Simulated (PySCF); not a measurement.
Gas-phase reaction: 6 BO + O3 + 3 BCl3 = 3 B3O3Cl3

Computed with PySCF (xtb for GFN2) and rigid-rotor harmonic-oscillator thermochemistry at 1 bar. 'Table' is the NASA 1993 thermochemical table (part measured, part estimated). After a fit of one offset per element over all species, the range-separated, M06-2X, PBE0/def2-QZVP and CCSD(T)/def2-TZVPP enthalpies, where run, lie to one side of the table for BO (+18 kJ/mol), O3 (+19 kJ/mol), B3O3Cl3 (-33 kJ/mol): a fault of the table's entry, another state or a shared error of the levels is possible; this was not checked at source. † marks an energy on the PBE0/def2-TZVP geometry and frequencies; other levels use their own. 6-31G* has spherical d functions here. Open shells (unrestricted): BO (multiplicity 2); the rest are closed-shell singlets. GFN2 has no spin-polarisation term. B3LYP is the form with VWN-RPA correlation. For this reaction the table lies outside the span of B3LYP, M06-2X, MP2, r2SCAN, ωB97M-V, ωB97X-V in their largest bases here; which side is off was not settled. Strong static correlation: O3. The table's entry may be an old estimate for BO, B3O3Cl3 (not checked at source).

```tsv
level	ΔH°(298 K), kJ
table	-3828.1
B3LYP/6-31G*	…
B3LYP/def2-TZVP†	-3839.2
GFN2-xTB	-3652.8
HF/def2-TZVP†	…
M06-2X/def2-TZVP†	…
PBE/def2-TZVP†	-3726.6
r2SCAN/def2-TZVP†	-3870.8
LDA/def2-TZVP†	-4238.3
ωB97M-V/def2-TZVP†	…
```

Task: Complete the blanks.

Result: 
- B3LYP/6-31G*, ΔH°(298 K), kJ: -3944.9
- HF/def2-TZVP†, ΔH°(298 K), kJ: -3924.1
- M06-2X/def2-TZVP†, ΔH°(298 K), kJ: -4074.8
- ωB97M-V/def2-TZVP†, ΔH°(298 K), kJ: -4059.2
